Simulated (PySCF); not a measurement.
**Excitation energy of Ga by level of theory**

Ga [Ar] 3d10 4s2 4p1 (2P) → Ga [Ar] 3d10 4s1 4p2 (4P), as a difference of total energies. All numbers are calculated (PySCF 2.14, scalar relativity by spin-free X2C-1e, in x2c-TZVPPall (6s5p4d1f, 48 functions)). Correlated levels: valence and next inner shell: [Ne] frozen. The calculations carry no spin-orbit coupling.

```
                                method  excitation energy (cm⁻¹)
                                   UHF                     26808
    MP2 (valence and next inner shell)                     34523
SCS-MP2 (valence and next inner shell)                     36499
   CCSD (valence and next inner shell)                     35703
CCSD(T) (valence and next inner shell)                     36265
```
